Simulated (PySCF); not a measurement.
## [Pb(OH)3]−: from a saddle point downhill

PySCF 2.14.0, RKS PBE0, Pb def2-SVP with ECP60, O def2-SVP, H def2-SVP; non-relativistic Hamiltonian with scalar-relativistic core potentials where named; density fitting; no spin-orbit coupling. Relaxed within the symmetry of its start, the geometry (C3v) is

```xyz
7

Pb    0.0000    0.0000   -0.2382
O     1.8634    0.0000    0.9162
H     1.6134    0.0000    1.8480
O    -0.9317    1.6138    0.9162
H    -0.8067    1.3972    1.8480
O    -0.9317   -1.6138    0.9162
H    -0.8067   -1.3972    1.8480
```

and its lowest harmonic modes are -309, -51, -51, 158, 226, 226 cm⁻¹ (negative: unstable). It was moved along the lowest mode and relaxed again, within the group C3 that the move left.

Where does it end, and how much lower?

In C3, 0.162 eV lower, after 12 steps:
```xyz
7

Pb    0.0000    0.0000   -0.2381
O     1.7433    0.2240    1.0692
H     1.5003   -0.4742    1.6949
O    -1.0656    1.3977    1.0692
H    -0.3395    1.5364    1.6949
O    -0.6777   -1.6217    1.0692
H    -1.1608   -1.0622    1.6949
```

How do the contacts change?


```
    contact  saddle (Å)  end (Å)
Pb1–O2 (OH)       2.192    2.191
Pb1–O4 (OH)       2.192    2.191
Pb1–O6 (OH)       2.192    2.191
```


Is the end a minimum?

Yes; lowest modes 113, 113, 137, 399, 399, 453 cm⁻¹.

State: singlet.
